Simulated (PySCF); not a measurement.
# SMILES [SiH3]OC(C(C=C)=C)=C, C6H10OSi

Geometry (Å), atoms numbered from 1 in this order:
```xyz
18

C    -2.534    0.679   -1.324
C    -2.341   -0.108   -0.258
C    -1.067   -0.577    0.308
C    -1.059   -1.685    1.074
C     0.213    0.127    0.050
C     0.322    1.441   -0.211
O     1.289   -0.689    0.178
Si    2.908   -0.261    0.036
H    -1.706    1.097   -1.901
H    -3.547    0.906   -1.664
H    -3.224   -0.522    0.241
H    -0.127   -2.084    1.475
H    -1.988   -2.216    1.297
H     1.294    1.921   -0.351
H    -0.562    2.073   -0.254
H     3.655   -1.524    0.270
H     3.189    0.275   -1.328
H     3.273    0.767    1.055
```

Level of theory: TDDFT B3LYP/def2-SVPD excited states, vertical, gas phase in PySCF 2.14.0. Geometry: PBE0-D3(BJ)/def2-SVP.

**Question.** Give the one- and two-photon strengths of the lowest singlets.

**Answer.** δ for parallel linear polarisation; σ at the peak of a Lorentzian of half width 0.1 eV, single beam; Ω is circular over linear.
| state | E (eV) | f | photon λ (nm) | δ (au) | σ (GM) | Ω | main |
| --- | --- | --- | --- | --- | --- | --- | --- |
| S1 | 4.68 | 0.104 | 529 | 142 | 1.14 | 1.12 | HOMO→LUMO 0.64, HOMO−1→LUMO 0.27 |
| S2 | 5.17 | 0.150 | 479 | 152 | 1.49 | 1.49 | HOMO−1→LUMO 0.40, HOMO→LUMO 0.26 |
| S3 | 5.49 | 0.007 | 452 | 49.9 | 0.55 | 0.84 | HOMO→LUMO+2 0.94 |
| S4 | 5.53 | 0.100 | 449 | 14.9 | 0.17 | 0.77 | HOMO→LUMO+1 0.65, HOMO−1→LUMO 0.30 |
| S5 | 6.01 | 0.008 | 412 | 67.5 | 0.89 | 1.29 | HOMO→LUMO+3 0.95 |

Among these, the strongest one-photon state is S2, the strongest two-photon state S2, with a dipole change of 4.8 D (relaxed, norm of the difference vector).
